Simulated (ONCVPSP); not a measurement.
Varying the ONCV potential for Au

Base potential:

- Element: gold (Au)
- Generator: ONCVPSP 4.0.1
- Type: optimised norm-conserving Vanderbilt (ONCV)
- Functional: PBE
- Relativity: scalar-relativistic
- Frozen core: [Xe] 4f14
- Valence charge: 11
- Reference configuration: 5d10 6s0.5 (charge +0.5)
- Partial waves: 6s: rc 2.45 bohr, ncon 5, nbas 9, qcut 3 1/bohr, 2 projectors, debl 1 Ha; p scattering state at 0.18 Ha: rc 2.20 bohr, ncon 4, nbas 8, qcut 3.8 1/bohr, 2 projectors, debl 3.5 Ha; 5d: rc 1.55 bohr, ncon 4, nbas 8, qcut 6 1/bohr, 3 projectors, debl 3.3 Ha
- Local potential: polynomial inside 1.15 bohr (lpopt 5, dvloc0 6 Ha)
- Core correction: Teter function, fcfact 3.75, rcfact 1.45

In the p channel the program set the typed energies aside and used 0.050, 3.550 Ha.

Cutoffs, loose and tight: the cutoffs (Ha) at which the residual kinetic energy of the hardest occupied pseudo-wave falls to 1 and 0.1 mHa per electron. They do not see the model core or the augmentation charge, which bear on the density cutoff. Test errors are all-electron minus pseudo excitation energies from the reference, over the configurations 5d10 6s1; 5d10 6s0; 5d9 6s0; 5d9 6s2. A dash means not determined; rows that change the core or the reference have their own tests.

For the base: The cutoffs count occupied waves only; projector 2 of the p channel, the hardest unoccupied one, needs 57 Ha at the loose tolerance.

A true bound ghost makes a file unfit for plane-wave use even where its test errors are small: the radial tests pick states by their node count and pass the ghost by.

| change | outcome | cutoff, loose | cutoff, tight | bound ghosts | GHOST(+) flags above zero | largest test error (meV) |
| --- | --- | --- | --- | --- | --- | --- |
| base | generated, projector energies reset by the program | 20 Ha | 78 Ha | s | p | -73 |
| d: rc 1.28 | generated, projector energies reset by the program | 20 Ha | 36 Ha | s | p, d | -74 |
| d: rc 1.52 | generated, projector energies reset by the program | 20 Ha | 79 Ha | s | p | -74 |
| d: rc 1.82 | generated, projector energies reset by the program | 18 Ha | 55 Ha | s | p, d | -68 |
| d: rc 2.06 | generated, projector energies reset by the program | 16 Ha | 25 Ha | s | p | -56 |
| d: rc 2.24 | generated, projector energies reset by the program | 15 Ha | 25 Ha | s | p | -43 |

(1) What comes out with this change to the base: d: rc 1.62?

(2) What comes out with this change to the base: d: rc 1.12; local potential polynomial inside 1.12 bohr (lpopt 5, dvloc0 6 Ha)?

Answers

(1) outcome: generated, projector energies reset by the program; cutoff, loose: 20 Ha; cutoff, tight: 74 Ha; bound ghosts: s; GHOST(+) flags above zero: p; largest test error (meV): -72.

(2) outcome: generated, projector energies reset by the program; cutoff, loose: 20 Ha; cutoff, tight: 34 Ha; bound ghosts: s, d; GHOST(+) flags above zero: p, d; largest test error (meV): -73.

Reading the sweep of the d radius (base included, trends over the rows without a ghost): Bound ghosts are found at 1.12, 1.28, 1.52, 1.55, 1.62, 1.82, 2.06, 2.24 bohr. Every judged row has one, so this setting neither creates nor removes them.
